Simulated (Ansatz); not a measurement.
InO₄H₄, that is [In(OH)4]- with one electron fewer. Charge 0, multiplicity 2. Geometry PBE0-D4/def2-SVPD; atoms count from 1.

Cartesian coordinates in Å:
```
In 0.431 0.092 -0.189
O 0.301 2.028 0.295
H 1.056 2.566 0.036
O -0.559 -1.023 1.346
H -1.153 -0.478 1.882
O 1.931 -0.824 -1.125
H 1.765 -1.764 -1.256
O -1.539 -0.592 -0.662
H -2.233 -0.006 -0.327
```

In the def2 sets In takes a core potential; there is no spin–orbit coupling.

Estimate the Mulliken populations from the PBE0/def2-TZVPD orbitals of Ansatz.


| atom | charge (e) | spin (α − β) |
| --- | --- | --- |
| In1 | 1.48 | -0.02 |
| O2 | -0.78 | 0.00 |
| H3 | 0.29 | 0.00 |
| O4 | -0.57 | 0.54 |
| H5 | 0.31 | -0.02 |
| O6 | -0.72 | 0.00 |
| H7 | 0.27 | 0.00 |
| O8 | -0.57 | 0.54 |
| H9 | 0.31 | -0.02 |
Mulliken values and Mayer orders depend strongly on the basis. With diffuse functions, as here, like atoms can get unlike values, and bond orders can come out too low or too high.

Where does the spin sit?

Summed by element: In -0.02, O 1.07, H -0.05, of 1 unpaired in all. Largest on single atoms: O4 0.54, O8 0.54, H5 -0.02.

And the Mayer bond orders between bonded heavy atoms (over 0.3)?

In1–O2 0.75 (2.00 Å); In1–O4 0.34 (2.14 Å); In1–O6 0.75 (1.99 Å); In1–O8 0.34 (2.14 Å). Values over 0.3 also appear between atoms too far apart for a bond (O4–O8 0.40 at 2.28 Å); they arise where an orbital or an unpaired electron spreads over both atoms.
